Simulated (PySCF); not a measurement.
A calculated (MN15, PySCF 2.14, aug-cc-pCVTZ-DK with one added diffuse shell each of s, p, d, f type, the spin-free X2C one-electron Hamiltonian (Gaussian nucleus)) atom or ion has these occupied shells.

```tsv
shell	electrons	orbital energy (eV)	rms radius, mean of both spins (bohr)
1s α	1	-1794.0	0.130
1s β	1	-1793.9	0.130
2s α	1	-153.38	0.629
2s β	1	-153.36	0.629
2p α	3	-112.37	0.600
2p β	3	-112.17	0.600
3s β	1	-20.671	2.20
3p α	2	-14.046	2.62
```

**Question.** Name the element and its charge.

**Answer.** Si⁺ (silicon, charge +1), in [Ne] 3s1 3p2, 3s spin antiparallel (an excited configuration).
